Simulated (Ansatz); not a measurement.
Ansatz (a first-principles code) input (B3LYP/LANL2DZ): The .json file is the Basis Set Exchange's LANL2DZ.

Ansatz 0.2 input:
```yaml
crystal:
  periodic: [false, false, false]
  atoms:
    - {symbol: N, position_ang: [2.48031300, -0.42102900, -0.13724300]}
    - {symbol: Si, position_ang: [1.06016700, 0.23699400, 0.46340100]}
    - {symbol: N, position_ang: [-0.43995900, -0.60344000, -0.35157000]}
    - {symbol: Si, position_ang: [-2.06327800, 0.30786800, -0.18869400]}
    - {symbol: H, position_ang: [3.01293000, -0.00298400, -0.88485700]}
    - {symbol: H, position_ang: [2.97774600, -1.17668600, 0.30873200]}
    - {symbol: H, position_ang: [0.84109700, 1.62672000, 0.04553600]}
    - {symbol: H, position_ang: [0.79881000, -0.08218500, 1.87076600]}
    - {symbol: H, position_ang: [-0.22698500, -0.74661500, -1.34170300]}
    - {symbol: H, position_ang: [-0.53250000, -1.54525600, 0.03553900]}
    - {symbol: H, position_ang: [-2.07080700, 0.75036700, 1.21247700]}
    - {symbol: H, position_ang: [-1.94087600, 1.40237300, -1.15921800]}
    - {symbol: H, position_ang: [-3.09833400, -0.68252400, -0.51147300]}
basis:
  gaussian:
    orbitals: LANL2DZ.json
hamiltonian:
  xc: {name: B3LYP}
total_charge: 1
output: {forces: true}
```

Output:

```
Functional definition: B3LYP
integrals: 0.02 GiB planned
677 factors; integrals over basis functions are off by at most 6.4e-4 eV
mean field: 0.15 GiB planned
mean field evaluation 1: about -3316.2321 eV, gradient 8.8e1 eV
mean field evaluation 2: about -3287.5401 eV, gradient 1.3e2 eV
mean field evaluation 4: about -3332.6403 eV, gradient 1.1e1 eV
mean field evaluation 8: about -3332.8284 eV, gradient 2.6e-2 eV
mean field -3332.82841904 eV, -122.4791853276 hartree, gradient 2.3e-5 eV, S^2 0.000000; 0 other end points of the search recorded, 0 dependent functions left out
the calculation of the forces begins
reference -3332.82867535 eV, -122.4791947469 hartree; 15, 15 occupied and 37, 37 virtual orbitals, 677 factors
Total energy: -3332.82867535 eV, -122.4791947469 hartree
Atom 0 at     2.480313    -0.421029    -0.137243 Å, force     0.546040    -0.246432    -0.218102 eV/Å
Atom 1 at     1.060167     0.236994     0.463401 Å, force    -0.380438     0.575648     0.506042 eV/Å
Atom 2 at    -0.439959    -0.603440    -0.351570 Å, force    -0.021536    -0.121645    -0.070438 eV/Å
Atom 3 at    -2.063278     0.307868    -0.188694 Å, force    -0.375515     0.175178     0.042543 eV/Å
Atom 4 at     3.012930    -0.002984    -0.884857 Å, force     0.160642     0.082574    -0.236738 eV/Å
Atom 5 at     2.977746    -1.176686     0.308732 Å, force     0.148903    -0.235252     0.095912 eV/Å
Atom 6 at     0.841097     1.626720     0.045536 Å, force     0.008492     0.090419    -0.007740 eV/Å
Atom 7 at     0.798810    -0.082185     1.870766 Å, force    -0.015440    -0.003989     0.099834 eV/Å
Atom 8 at    -0.226985    -0.746615    -1.341703 Å, force     0.096466    -0.042510    -0.372947 eV/Å
Atom 9 at    -0.532500    -1.545256     0.035539 Å, force    -0.038824    -0.349850     0.151508 eV/Å
Atom 10 at    -2.070807     0.750367     1.212477 Å, force    -0.042498     0.035667     0.059437 eV/Å
Atom 11 at    -1.940876     1.402373    -1.159218 Å, force    -0.019561     0.070056    -0.035415 eV/Å
Atom 12 at    -3.098334    -0.682524    -0.511473 Å, force    -0.066731    -0.029864    -0.013896 eV/Å
Dipole moment:    -0.036681    -0.336080    -0.209669 e Å
```

The dipole moment of an ion depends on the origin.

The geometry given is a B3LYP-D3(BJ)/def2-TZVP minimum.
